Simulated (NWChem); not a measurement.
System meant: C$_{2}$H$_{4}$F$_{2}$OSi; SMILES F[Si@H](O)C(=C)F

The following NWChem deck was run.

```
start job
memory heap 200 mb stack 900 mb global 1100 mb
geometry units angstroms noautosym nocenter noautoz
  C     -1.235949    -1.656889    -0.357722
  C     -0.117814    -1.058365     0.050719
  F      1.009076    -1.802643     0.256770
  Si     0.114327     0.768368     0.401166
  O      1.307776     1.429697    -0.522438
  F     -1.325203     1.422605     0.075401
  H     -1.280449    -2.728219    -0.534212
  H     -2.132278    -1.068102    -0.517289
  H      0.483166     1.057439     1.797648
  H      1.323291     1.201741    -1.462805
end
basis spherical
  C library def2-svp
  F library def2-svp
  Si library def2-svp
  O library def2-svp
  H library def2-svp
end
dft
  xc m06-2x
  iterations 150
end
property
  shielding
end
task dft property
```

End of the output:

```
 Vector   31  Occ=0.000000D+00  E= 8.537606D-02
              MO Center=  5.0D-01,  9.1D-01, -8.4D-01, r^2= 5.0D+00
   Bfn.  Coefficient  Atom+Function         Bfn.  Coefficient  Atom+Function
  ----- ------------  ---------------      ----- ------------  ---------------
   105      0.991742  10 H  s                63     -0.697999   5 O  s
    46      0.627129   4 Si s                54      0.369040   4 Si py
   100     -0.362113   9 H  s                 3     -0.352061   1 C  s
    77     -0.328349   6 F  s                69      0.301555   5 O  pz
    53     -0.294768   4 Si px               90      0.242740   7 H  s

 center of mass
 --------------
 x =   0.00423257 y =   0.05174625 z =   0.08197052

 moments of inertia (a.u.)
 ------------------
         801.672403786681          14.333932284958           2.400887118512
          14.333932284958         445.386272663188           5.612628999792
           2.400887118512           5.612628999792        1121.651090258739

     Multipole analysis of the density
     ---------------------------------

     L   x y z        total         alpha         beta         nuclear
     -   - - -        -----         -----         ----         -------
     0   0 0 0     -0.000000    -28.000000    -28.000000     56.000000

     1   1 0 0     -0.256007      0.355015      0.355015     -0.966037
     1   0 1 0     -0.236527     -1.011840     -1.011840      1.787154
     1   0 0 1     -0.500061     -2.014735     -2.014735      3.529409

     2   2 0 0    -31.755841   -116.321600   -116.321600    200.887359
     2   1 1 0      2.354769     -5.530062     -5.530062     13.414892
     2   1 0 1     -0.936855     -0.371361     -0.371361     -0.194133
     2   0 2 0    -32.256463   -206.138396   -206.138396    380.020328
     2   0 1 1      0.058142     -0.911376     -0.911376      1.880893
     2   0 0 2    -27.491382    -34.794771    -34.794771     42.098160

          -----------------------------------------
          Chemical Shielding Tensors (GIAO, in ppm)
          -----------------------------------------

 ------------------------------------------------------------------------
  xm06: d2 not coded                    0
 ------------------------------------------------------------------------
 ------------------------------------------------------------------------
  current input line :
    29: task dft property
 ------------------------------------------------------------------------
 ------------------------------------------------------------------------
 This error has not yet been assigned to a category
 ------------------------------------------------------------------------
 For more information see the NWChem manual at https://nwchemgit.github.io

0: xm06: d2 not coded:Received an Error in Communication
```

Q: Can this run be used? If not, why, and what is the fix?

A: The run crashed. Cause: this functional's second derivatives, which shieldings need, aren't coded here; the fix takes a hybrid GGA instead. This input runs:
```
start job
memory heap 200 mb stack 900 mb global 1100 mb
geometry units angstroms noautosym nocenter noautoz
  C     -1.235949    -1.656889    -0.357722
  C     -0.117814    -1.058365     0.050719
  F      1.009076    -1.802643     0.256770
  Si     0.114327     0.768368     0.401166
  O      1.307776     1.429697    -0.522438
  F     -1.325203     1.422605     0.075401
  H     -1.280449    -2.728219    -0.534212
  H     -2.132278    -1.068102    -0.517289
  H      0.483166     1.057439     1.797648
  H      1.323291     1.201741    -1.462805
end
basis spherical
  C library def2-svp
  F library def2-svp
  Si library def2-svp
  O library def2-svp
  H library def2-svp
end
dft
  xc pbe0
  iterations 150
end
property
  shielding
end
task dft property
```
It converges to -642.24922 Ha (PBE0/def2-SVP, GIAO).
